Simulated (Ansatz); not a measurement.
A made-up structure of CH$_{3}$NTe, singlet:

```tsv
atom	x (Å)	y (Å)	z (Å)
C1	0.1838	0.7329	0.5967
N2	-0.1688	-0.0362	-0.5212
Te3	1.3813	-1.0359	0.6037
H4	-1.0605	-0.5306	-0.5503
H5	0.1911	0.3015	-1.4138
H6	-0.5192	0.5731	1.3738
```

It is relaxed with PBE-D4/def2-SVP and then PBE0-D4/def2-TZVP (Ansatz 0.2.0). Atoms count as bonded within 1.22 times the sum of their covalent radii (H–H: 0.88 Å). The end point is not checked to be a true minimum.

Task: Does its bonding change? (A judgement: the text doesn't fix the answer.)

Result: By the calculation: Yes. Formed: none; broken: N2–Te3.

Where it ends: The first stage lowers the energy by 3.14 eV in 11 steps. It ends as CH₃NTe ([NH2][CH][Te]):
```
6
angstrom
C 0.1559 0.0225 0.5672
N -0.4146 0.0567 -0.6270
Te 2.0195 -0.5627 0.9728
H -1.3644 0.3653 -0.7557
H 0.1097 -0.2331 -1.4384
H -0.4984 0.3559 1.3702
```

Labels in which every atom is bracketed show which atoms are joined, not bond orders.

For scale, one of the runs: PBE0-D4/def2-TZVP relaxation, 130 basis functions, launched by `ansatz run in.yaml --threads 2 --pin off --events-out ev --progress --plain --max-ram 4352MiB`. The run took about 14 s on 2 CPU threads of an Arm Neoverse V1 (shared host).
